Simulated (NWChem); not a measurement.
System: Hg

Here is an NWChem input.

```
start job
memory heap 200 mb stack 900 mb global 1100 mb
geometry units angstroms noautosym nocenter noautoz
  Hg     0.000000     0.000000     0.000000
end
basis spherical
  * library def2-tzvp
end
ecp
  Hg library def2-ecp
end
dft
  xc b3lyp
  iterations 150
end
property
  response 1 0.0
end
task dft property
```

NWChem printed, in part:

```
             Northwest Computational Chemistry Package (NWChem) 7.3.0
             --------------------------------------------------------

                             Geometry "geometry" -> ""
                             -------------------------

 Output coordinates in angstroms (scale by  1.889725989 to convert to a.u.)

  No.       Tag          Charge          X              Y              Z
 ---- ---------------- ---------- -------------- -------------- --------------
    1 Hg                  80.0000     0.00000000     0.00000000     0.00000000

 Effective nuclear repulsion energy (a.u.)       0.0000000000

                                 NWChem DFT Module
                                 -----------------

 Summary of "ao basis" -> "ao basis" (spherical)
 ------------------------------------------------------------------------------
       Tag                 Description            Shells   Functions and Types
 ---------------- ------------------------------  ------  ---------------------
 Hg                        def2-tzvp                15       43   6s5p3d1f

            General Information
            -------------------
          SCF calculation type: DFT
          Wavefunction type:  closed shell.
          No. of atoms     :     1
          No. of electrons :    20
           Alpha electrons :    10
            Beta electrons :    10
          Charge           :     0
          Spin multiplicity:     1
          Use of symmetry is: off; symmetry adaption is: off
          Maximum number of iterations: 150
          AO basis - number of functions:    43
                     number of shells:    15
          Convergence on energy requested:  1.00D-06
          Convergence on density requested:  1.00D-05
          Convergence on gradient requested:  5.00D-04

              XC Information
              --------------
                         B3LYP Method XC Potential
                     Hartree-Fock (Exact) Exchange  0.200
                        Slater Exchange Functional  0.800 local
                    Becke 1988 Exchange Functional  0.720 non-local
              Lee-Yang-Parr Correlation Functional  0.810
                  VWN I RPA Correlation Functional  0.190 local

             Grid Information
             ----------------
          Grid used for XC integration:  medium
          Radial quadrature: Mura-Knowles
          Angular quadrature: Lebedev.
          Tag              B.-S. Rad. Rad. Pts. Rad. Cut. Ang. Pts.
          ---              ---------- --------- --------- ---------
          Hg                  1.50      123           8.0       590
          Grid pruning is: on
          Number of quadrature shells:   123
          Spatial weights used:  Erf1

      Superposition of Atomic Density Guess
      -------------------------------------

 Sum of atomic energies:        -174.14081739

      Non-variational initial energy
      ------------------------------

 Total energy =    -152.554327
 1-e energy   =    -270.137743
 2-e energy   =     117.583416
 HOMO         =      -0.326821
 LUMO         =       0.048796

   convergence    iter        energy       DeltaE   RMS-Dens  Diis-err
 ---------------- ----- ----------------- --------- --------- ---------
 d= 0,ls=0.0,diis     1   -153.5689647141 -1.54D+02  1.30D-02  1.52D-01
 d= 0,ls=0.0,diis     2   -153.5791347409 -1.02D-02  3.65D-03  5.26D-03
 d= 0,ls=0.0,diis     3   -153.5790378676  9.69D-05  1.33D-03  6.60D-03
 d= 0,ls=0.0,diis     4   -153.5795467664 -5.09D-04  2.55D-05  2.74D-07
 d= 0,ls=0.0,diis     5   -153.5795468154 -4.90D-08  6.30D-06  4.62D-08

         Total DFT energy =     -153.579546815368
      One electron energy =     -270.042668779770
           Coulomb energy =      130.434368737871
    Exchange-Corr. energy =      -13.971246773470
 Nuclear repulsion energy =        0.000000000000

 Numeric. integr. density =       20.000000000026

                       DFT Final Molecular Orbital Analysis
                       ------------------------------------

 Vector    8  Occ=2.000000D+00  E=-4.189761D-01
              MO Center= -1.1D-14, -6.3D-15,  2.2D-15, r^2= 7.5D-01
   Bfn.  Coefficient  Atom+Function         Bfn.  Coefficient  Atom+Function
  ----- ------------  ---------------      ----- ------------  ---------------
    23      0.548840  1 Hg d -1              26      0.321773  1 Hg d  2
    28      0.262887  1 Hg d -1              24     -0.242596  1 Hg d  0
    31      0.154125  1 Hg d  2              25     -0.121861  1 Hg d  1
    29     -0.116200  1 Hg d  0              33      0.101684  1 Hg d -1
    22     -0.061290  1 Hg d -2              36      0.059615  1 Hg d  2

 Vector    9  Occ=2.000000D+00  E=-4.189761D-01
              MO Center= -2.1D-15, -2.6D-15,  5.6D-15, r^2= 7.5D-01
   Bfn.  Coefficient  Atom+Function         Bfn.  Coefficient  Atom+Function
  ----- ------------  ---------------      ----- ------------  ---------------
    25      0.659116  1 Hg d  1              30      0.315708  1 Hg d  1
    22     -0.186522  1 Hg d -2              35      0.122114  1 Hg d  1
    26      0.089215  1 Hg d  2              27     -0.089341  1 Hg d -2
    23      0.070771  1 Hg d -1              31      0.042733  1 Hg d  2
    32     -0.034557  1 Hg d -2              28      0.033898  1 Hg d -1

 Vector   10  Occ=2.000000D+00  E=-2.749201D-01
              MO Center= -5.1D-14, -5.2D-14, -4.0D-14, r^2= 2.4D+00
   Bfn.  Coefficient  Atom+Function         Bfn.  Coefficient  Atom+Function
  ----- ------------  ---------------      ----- ------------  ---------------
     5      0.754955  1 Hg s                  3     -0.560282  1 Hg s
     6      0.458676  1 Hg s                  2      0.326835  1 Hg s
     4     -0.240989  1 Hg s                  1     -0.075040  1 Hg s

 Vector   11  Occ=0.000000D+00  E=-2.634809D-02
              MO Center= -1.3D-15, -4.7D-14,  5.3D-14, r^2= 6.7D+00
   Bfn.  Coefficient  Atom+Function         Bfn.  Coefficient  Atom+Function
  ----- ------------  ---------------      ----- ------------  ---------------
    21      0.458412  1 Hg pz                19      0.392441  1 Hg px
    20     -0.340627  1 Hg py                18      0.254535  1 Hg pz
    16      0.217904  1 Hg px                17     -0.189134  1 Hg py
    12     -0.121314  1 Hg pz                10     -0.103856  1 Hg px
    11      0.090144  1 Hg py                15      0.056214  1 Hg pz

 Vector   12  Occ=0.000000D+00  E=-2.634809D-02
              MO Center= -2.0D-14,  1.2D-14,  2.7D-14, r^2= 6.7D+00
   Bfn.  Coefficient  Atom+Function         Bfn.  Coefficient  Atom+Function
  ----- ------------  ---------------      ----- ------------  ---------------
    20      0.602419  1 Hg py                17      0.334495  1 Hg py
    19      0.251886  1 Hg px                21      0.231996  1 Hg pz
    11     -0.159424  1 Hg py                16      0.139861  1 Hg px
    18      0.128816  1 Hg pz                14      0.073873  1 Hg py
     8     -0.070944  1 Hg py                10     -0.066659  1 Hg px

 Vector   13  Occ=0.000000D+00  E=-2.634809D-02
              MO Center= -1.3D-13, -3.3D-14,  1.7D-14, r^2= 6.7D+00
   Bfn.  Coefficient  Atom+Function         Bfn.  Coefficient  Atom+Function
  ----- ------------  ---------------      ----- ------------  ---------------
    19      0.512563  1 Hg px                21     -0.464989  1 Hg pz
    16      0.284603  1 Hg px                18     -0.258187  1 Hg pz
    10     -0.135645  1 Hg px                12      0.123055  1 Hg pz
    13      0.062854  1 Hg px                 7     -0.060362  1 Hg px
    15     -0.057020  1 Hg pz                 9      0.054759  1 Hg pz

 *** CALLING NEW AORESP DRIVER FOR CLOSED AND OPEN SHELLS ***
 Entering AOResponse driver routine

--------------------------------------------------------------------------------

          -----------------------------------------------
          Solving response equations for perturbing field
          -----------------------------------------------

 number of frequencies:     1
 frequency in a.u.:  0.0000000E+00
 Perturbing field: electric
 Using El. Dipole Length Gauge

 Setting up CPKS with frequency omega =      0.00000000 a.u.

 STATIC response

                                NWChem CPHF Module
                                ------------------

  scftype          =     RHF
  nclosed          =       10
  nopen            =        0
  variables        =      330
  # of vectors     =        3
  tolerance        = 0.10D-03
  level shift      = 0.00D+00
  max iterations   =       50
  max subspace     =       30

 SCF residual:    3.9437191357366896E-006

Iterative solution of linear equations
  No. of variables      330
  No. of equations        3
  Maximum subspace       30
        Iterations       50
       Convergence  1.0D-04

   iter   nsub   residual    time
   ----  ------  --------  ---------
     1      3    5.09D+00       2.5
     2      6    2.01D+00       3.2
     3      9    1.97D-01       3.9
     4     12    6.04D-03       4.6
     5     15    3.42D-04       5.2
     6     18    5.49D-06       5.8

 Electric Dipole Response Matrix (nonzero elements):

              1        2        3
    1   34.5030  -0.0000   0.0000
    2    0.0000  34.5030  -0.0000
    3    0.0000  -0.0000  34.5030

[...]

 DFT Linear Response polarizability / au
 Frequency  =       0.0000000 / au
              X              Y              Z
 -----------------------------------------------
 X      34.5030292     -0.0000000      0.0000000
 Y       0.0000000     34.5030292     -0.0000000
 Z       0.0000000     -0.0000000     34.5030292
 -----------------------------------------------
 Eigenvalues =      34.5030292     34.5030292     34.5030292
 Isotropic   =      34.5030292
 Anisotropic =       0.0000000
 -----------------------------------------------

 Magnetic Dipole Response Matrix (nonzero elements):

 Exiting AOResponse driver routine
```

Level: B3LYP/def2-TZVP with def2 effective core potentials on Hg. def2 effective core potentials on Hg; no spin-orbit coupling.
